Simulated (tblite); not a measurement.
C7H12Si.
Atom-mapped SMILES: `[CH:1]#[C:2][C@:3]([CH3:4])([CH:5]=[CH2:6])[SiH2:7][CH3:8]` (hydrogens: H9 on C1; H10, H11, H12 on C4; H13 on C5; H14, H15 on C6; H16, H17 on Si7; H18, H19, H20 on C8)

Computed with GFN2-xTB (tblite), gas phase: L-BFGS steps from a force-field or distance-geometry start until the largest atomic force falls under 0.01 eV/Å.

Step 42: E = -618.2393 eV
```
atom  x, y, z in Å  |  force x, y, z in eV/Å
C1      0.2622    2.5084    0.2961    0.025  -0.001   0.023
C2     -0.0877    1.3709    0.1580   -0.041   0.002  -0.045
C3     -0.4203   -0.0188   -0.0714   -0.010   0.022  -0.058
C4     -0.6244   -0.2383   -1.5805    0.009  -0.015  -0.038
C5     -1.6894   -0.4324    0.6185    0.061  -0.033  -0.005
C6     -2.6491    0.3796    1.0137   -0.030   0.073   0.059
Si7     1.0450   -1.0847    0.5957   -0.041  -0.003   0.048
C8      2.6952   -0.4902   -0.1354   -0.063  -0.052  -0.001
H9      0.5683    3.5015    0.4405   -0.047   0.014   0.006
H10    -1.4062    0.4224   -1.9561    0.005  -0.005   0.030
H11    -0.9283   -1.2659   -1.7701    0.027  -0.016  -0.008
H12     0.2885   -0.0335   -2.1351    0.028   0.005   0.012
H13    -1.8040   -1.5017    0.7431   -0.008  -0.023  -0.048
H14    -3.5495    0.0123    1.4735   -0.048  -0.023   0.037
H15    -2.5734    1.4469    0.9010    0.037   0.073  -0.011
H16     1.0068   -0.9784    2.0604    0.068   0.015  -0.027
H17     0.7439   -2.4711    0.2058    0.076  -0.017  -0.001
H18     2.7024    0.5828   -0.3034   -0.045   0.011   0.035
H19     3.5197   -0.7253    0.5297   -0.013  -0.026  -0.002
H20     2.8954   -0.9738   -1.0871    0.012   0.000  -0.010
```

Step 43: E = -618.2411 eV
```
atom  x, y, z in Å  |  force x, y, z in eV/Å
C1      0.2536    2.5099    0.2889    0.025  -0.010   0.022
C2     -0.0872    1.3690    0.1568   -0.044   0.039  -0.064
C3     -0.4177   -0.0196   -0.0765   -0.037   0.005  -0.017
C4     -0.6229   -0.2352   -1.5853    0.027  -0.007  -0.030
C5     -1.6856   -0.4358    0.6131   -0.034  -0.018   0.014
C6     -2.6431    0.3755    1.0187   -0.009   0.077   0.080
Si7     1.0423   -1.0823    0.6011    0.002  -0.017   0.034
C8      2.6935   -0.4944   -0.1340   -0.038  -0.032   0.010
H9      0.5542    3.5049    0.4297   -0.040   0.024   0.013
H10    -1.4038    0.4305   -1.9543    0.002  -0.035   0.012
H11    -0.9236   -1.2631   -1.7795    0.007   0.002  -0.004
H12     0.2897   -0.0277   -2.1385    0.043   0.014  -0.002
H13    -1.8046   -1.5065    0.7247   -0.009  -0.006  -0.049
H14    -3.5458    0.0102    1.4800    0.013  -0.019   0.001
H15    -2.5595    1.4450    0.9207    0.025   0.030  -0.016
H16     0.9990   -0.9661    2.0643    0.074   0.021  -0.017
H17     0.7402   -2.4718    0.2254    0.076  -0.027  -0.011
H18     2.7074    0.5810   -0.2937   -0.048  -0.030   0.031
H19     3.5212   -0.7390    0.5251   -0.036  -0.023  -0.007
H20     2.8877   -0.9739   -1.0896    0.001   0.014  -0.002
```

**Question.** Estimate the geometry and energy of step 44. (The exact step hangs on the optimiser's Hessian estimate; all steps are aligned on step 43, rigid shifts and turns removed.)

**Answer.** E = -618.2427 eV, largest force 0.136 eV/Å
```
atom  x, y, z in Å  |  force x, y, z in eV/Å
C1      0.2459    2.5031    0.2936    0.038   0.040   0.023
C2     -0.0835    1.3600    0.1577   -0.061   0.002  -0.084
C3     -0.4141   -0.0276   -0.0798   -0.046  -0.007   0.033
C4     -0.6221   -0.2385   -1.5881    0.037   0.002  -0.008
C5     -1.6825   -0.4376    0.6130   -0.036  -0.013  -0.019
C6     -2.6328    0.3828    1.0152   -0.043   0.064   0.112
Si7     1.0413   -1.0892    0.6042    0.021  -0.019  -0.002
C8      2.6863   -0.4921   -0.1344   -0.026  -0.033   0.001
H9      0.5362    3.5004    0.4360   -0.025   0.042   0.020
H10    -1.4055    0.4295   -1.9470   -0.004  -0.056  -0.016
H11    -0.9171   -1.2669   -1.7873   -0.012   0.010  -0.003
H12     0.2885   -0.0243   -2.1410    0.055   0.020  -0.016
H13    -1.8082   -1.5061    0.7243   -0.016  -0.051  -0.041
H14    -3.5407    0.0322    1.4793    0.040  -0.024  -0.012
H15    -2.5327    1.4495    0.9141    0.006   0.074  -0.017
H16     0.9959   -0.9710    2.0652    0.073   0.029   0.017
H17     0.7474   -2.4802    0.2336    0.064  -0.051  -0.022
H18     2.6912    0.5833   -0.2893   -0.045   0.001   0.020
H19     3.5179   -0.7311    0.5198   -0.009  -0.038   0.025
H20     2.8835   -0.9656   -1.0921   -0.012   0.006  -0.010
```

The energy changes by -0.0016 eV. The first-order estimate −F·Δx gives -0.0027 eV and the mean of the old and new forces, exact on a quadratic surface, -0.0015 eV. The step makes an angle of 79° with the force vector and moves no atom by more than 0.028 Å.

The cost below is that of the whole relaxation. Time: 1.8 s of wall time. Hardware: Arm Neoverse N1, one thread, shared host.
